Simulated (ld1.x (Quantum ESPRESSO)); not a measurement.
What one change does to a pseudopotential (Mn (Z = 25), TM)

- Element: Mn (Z = 25)
- Generator: ld1.x (Quantum ESPRESSO) 7.5
- Type: norm-conserving Troullier–Martins (Kleinman–Bylander form)
- Functional: PBE
- Relativity: fully relativistic
- Frozen core: [Ar]
- Valence charge: 7
- Reference configuration: 3d5 4s2 4p0
- Partial waves: 4p (bound, empty): rc 3.30 bohr; 3d (bound): rc 2.05 bohr; 4s (bound): rc 1.90 bohr
- Local potential: the s channel
- Core correction: none

Open shells are filled in proportion to 2j + 1 (rel_dist='average').

All-electron outer shells of the reference configuration (PBE, scalar-relativistic, ld1.x):

```json
{"shell": "3s", "level (eV)": "-85.88", "outermost node (bohr)": "0.34", "outermost maximum (bohr)": "0.74"}
{"shell": "3p", "level (eV)": "-54.59", "outermost node (bohr)": "0.31", "outermost maximum (bohr)": "0.75"}
{"shell": "3d", "level (eV)": "-6.77", "outermost node (bohr)": "–", "outermost maximum (bohr)": "0.76"}
{"shell": "4s", "level (eV)": "-5.11", "outermost node (bohr)": "1.05", "outermost maximum (bohr)": "2.51"}
{"shell": "4p", "level (eV)": "-1.37", "outermost node (bohr)": "1.16", "outermost maximum (bohr)": "3.43"}
```

Change: functional PBEsol.

Cutoffs: the cutoffs (Ry, on a coarse ladder) from which the occupation-weighted sum of valence levels, in a spherical-Bessel basis at the reference potential, stays within 10 and 1 mRy of its value at 400 Ry; they do not see the model core or the augmentation charge, which bear on the density cutoff. Errors are all-electron minus pseudo energies relative to the spin-unpolarised reference configuration.

Question: What does the change do?

Answer: The potential gets neither clearly harder nor softer (70 Ry and 110 Ry → 70 Ry and 110 Ry); of the 7 tests that both files solve, the error grows in 2 and shrinks in 3 by more than 15 % and 0.3 meV (median size 108.9 → 114.8 meV); neither file shows a bound ghost.

```csv
quantity,base,changed
"cutoff, loose",70 Ry,70 Ry
"cutoff, tight",110 Ry,110 Ry
bound ghosts,none,none
"error for 3d5 4s1 4p0, meV [ΔE 8.42 → 8.43 eV]",+12,+2.0
"error for 3d5 4s0 4p0, meV [ΔE 24.01 → 23.94 eV]",+118,+51
"error for 3d4 4s0 4p0, meV [ΔE 56.53 → 56.42 eV]",-28,-130
"error for 3d6 4s1 4p0, meV [ΔE -0.36 → -0.37 eV]",-113,-115
"error for 3d5 4s1 4p1, meV [ΔE 3.86 → 3.88 eV]",+5.8,+3.3
"error for 3d4 4s2 4p1, meV [ΔE 7.80 → 7.83 eV]",-134,-134
"error for 3d6 4s0 4p0, meV [ΔE 6.81 → 6.77 eV]",-109,-141
s: phases at 3.58 bohr within 0.05 rad from the reference energy up to (Ry; the scan ends near 5),1.2,1.1
p1/2: phases at 3.58 bohr within 0.05 rad from the reference energy up to (Ry; the scan ends near 5),2.3,2.3
p3/2: phases at 3.58 bohr within 0.05 rad from the reference energy up to (Ry; the scan ends near 5),to the end of the scan,to the end of the scan
d3/2: phases at 3.58 bohr within 0.05 rad from the reference energy up to (Ry; the scan ends near 5),0.3,0.3
d5/2: phases at 3.58 bohr within 0.05 rad from the reference energy up to (Ry; the scan ends near 5),0.3,0.3
```
